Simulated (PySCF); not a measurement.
CH9GaOSi2 (SMILES C[O][Ga]([SiH3])[SiH3]), singlet, at a GFN2-xTB geometry (such geometries of metal compounds can be far from the true shape), atoms displaced at random by about 0.08 Å a coordinate; PySCF with R2SCAN/STO-3G, gradient.

PySCF was given this input:
```python
from pyscf import gto, scf, dft

mol = gto.Mole()
mol.atom = '''
    Ga   -0.048024    0.035616    0.248562
    O     0.478633   -0.160305   -1.556771
    C     0.799417   -0.212370   -2.878077
    H     0.734755    0.782308   -3.305303
    H     1.808616   -0.709277   -3.021377
    H    -0.028859   -0.991655   -3.413585
    Si   -1.678160    1.847069    0.219066
    H    -1.194300    3.175478   -0.211771
    H    -2.244269    1.953297    1.762066
    H    -3.172840    1.412138   -0.390570
    Si    1.226745   -1.593574    1.454542
    H     1.112895   -1.520727    3.027842
    H     2.651706   -1.337776    1.093989
    H     0.989684   -2.945935    1.089995
'''
mol.basis = 'sto-3g'
mol.charge = 0
mol.spin = 0
mol.verbose = 3
mol.build()

mf = dft.RKS(mol)
mf.xc = 'r2scan'
mf.kernel()
g = mf.nuc_grad_method()
grad = g.kernel()
```

The log (banner, timings and long lists left out):

```
SCF not converged.
SCF energy = -2591.63978702316
--------------- RKS gradients ---------------
         x                y                z
0 Ga    -0.0211753255     0.0029257149     0.1027124217
1 O     0.0393812462    -0.0085366624    -0.1647044734
2 C     0.0361938737     0.0772716612     0.0312275562
3 H    -0.0030559014    -0.0189701357     0.0248316182
4 H     0.0059330628    -0.0109945433     0.0077498667
5 H    -0.0461392034    -0.0479645531    -0.0191063176
6 Si     0.0666330781     0.0387377839    -0.0483485760
7 H     0.0069079849     0.0110841729    -0.0005379886
8 H    -0.0309605235    -0.0019136233     0.0584565207
9 H    -0.0657528878    -0.0205813565    -0.0118124328
10 Si    -0.0090870266    -0.0382333409    -0.0273619426
11 H    -0.0016625551    -0.0005490192     0.0511059020
12 H     0.0162682729     0.0040649049    -0.0076663681
13 H     0.0058941334     0.0140118538     0.0046612403
----------------------------------------------
```

Convergence was not reached.
